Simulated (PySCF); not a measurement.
Static response to an electric field

Compound: C4H6OSi.
SMILES with atom numbers: `[CH:1]#[C:2]/[CH:3]=[CH:4]\[O:5][SiH3:6]` (hydrogens: H7 on C1; H8 on C3; H9 on C4; H10, H11, H12 on Si6)

Structure used (GFN2-xTB), in Å, numbered top down from 1:
```xyz
12
C4H6OSi angstrom
C      2.9460    0.8273    0.0531
C      2.1392   -0.0424    0.2413
C      1.1994   -1.0670    0.4629
C     -0.1151   -0.9185    0.2756
O     -0.6644    0.2299   -0.1464
Si    -2.1950    0.6853   -0.4542
H      3.6509    1.5863   -0.1104
H      1.5845   -2.0165    0.8048
H     -0.7954   -1.7424    0.4615
H     -3.0194    0.5558    0.7505
H     -1.9519    2.0571   -0.8615
H     -2.7775   -0.1557   -1.5033
```

Level: PBE0/def2-SVPD (PySCF), static field, nuclei fixed, core orbitals frozen in the response. The polarisability tensor in these axes (au):

```
x   110.22   9.45   2.87
y     9.45  74.29  -4.87
z     2.87  -4.87  57.50
```

Task: What are the eigenvalues, a third of the trace, and Δα (Δα² = ½Σ(αi − αj)² over the three pairs)?

Result: Principal values 55.66, 73.76 and 112.61 au; mean 80.67 au = 11.95 Å³ = 13.30 × 10⁻⁴⁰ C²·m²/J; Δα = 50.40 au (62 % of the mean).

Task: What is the dipole moment, and where does it point?

Result: (-1.68, -0.54, -0.01) D, 1.76 D in size, pointing from the negative to the positive side. Measured along this direction, the outermost atoms are H7 at the negative end and H10 and H12 at the positive end.

Task: Give the eigenvalues of the traceless quadrupole moment Θ = ½Σq(3rr − r²1), origin at the centre of nuclear charge.

Result: -6.17, 0.57, 5.61 D·Å. The values depend on the origin, since the dipole doesn't vanish. The electronic extent ⟨r²⟩ about the same centre is 959 bohr², a root-mean-square distance of 2.27 Å for the 52 electrons.

Task: Directions of the eigenvectors, and the extent of the frame along each?

Result: Largest value along (0.97, 0.24, 0.03), where the nuclei span 6.70 Å; middle along (-0.21, 0.92, -0.31), 5.05 Å; least along (-0.10, 0.30, 0.95), 2.38 Å. The response follows the extents in order.

Task: Estimate the molar refractivity from the static electronic polarisability.

Result: Lorentz–Lorenz: R = (4π/3)N_A α = 2.5225 cm³/(mol·Å³) × 11.95 Å³ = 30.2 cm³/mol, in the limit of long wavelengths.

Task: What would n − 1 = 2πNα be for an ideal gas of these molecules at 500 K and 1 atm, electronic part alone?

Result: N = p/kT = 1.4678 × 10¹⁹ cm⁻³, so n − 1 = 2π × N × 11.95 × 10⁻²⁴ cm³ = 1102 × 10⁻⁶ at long wavelengths, for an ideal gas.

Task: Find the Langevin capture rate constant for NO+ (29.998 u) meeting this molecule (98.019 u), k = 2.342 × 10⁻⁹ cm³/s × √(α in Å³ / reduced mass in u).

Result: The reduced mass is 22.97 u, so k = 1.69 × 10⁻⁹ cm³/s. The formula leaves out the permanent dipole, which adds to the capture rate.

Geometry: GFN2-xTB, one conformer, isolated molecule.
